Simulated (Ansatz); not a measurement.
```yaml
crystal:
  periodic: [false, false, false]
  atoms:
    - {symbol: Cu, position_ang: [0.478801, -1.068810, -1.255261]}
    - {symbol: Cu, position_ang: [-1.191104, -0.699849, 0.370535]}
    - {symbol: Cu, position_ang: [-0.144416, 1.265095, 1.151644]}
    - {symbol: Cu, position_ang: [1.319540, -0.566845, 0.892251]}
    - {symbol: Cu, position_ang: [-0.329925, 1.146470, -1.197723]}
    - {symbol: H, position_ang: [-1.579602, 0.351096, 1.511862]}
    - {symbol: H, position_ang: [1.731717, -1.600906, -0.278034]}
    - {symbol: H, position_ang: [-0.506915, 2.318806, -0.100921]}
    - {symbol: H, position_ang: [1.135998, 0.594411, 2.000013]}
    - {symbol: H, position_ang: [-0.979844, -1.849686, -0.721883]}
    - {symbol: H, position_ang: [0.065749, 0.110208, -2.372483]}
basis:
  gaussian: {orbitals: def2-TZVP, initial_orbitals: start.molden}
magnetization: {spin_polarized: true, initial_magnetization: 1}
hamiltonian: {xc: {name: wB97X-V}}
scf: {omitted_lower_state_checks: [starts]}
output: {orbitals: {seedname: orbitals}}
```

The file start.molden holds the orbitals of an earlier run on this structure, at another level or in another basis.

```sh
$ ansatz run in.yaml --threads 4 --pin off --events-out ev --progress --plain --max-ram 4787MiB
```

Question: Does this run fit into the memory that it is given?

Answer: No. It has 261 basis functions, and Ansatz plans for 7 GiB where 5 GiB are given.
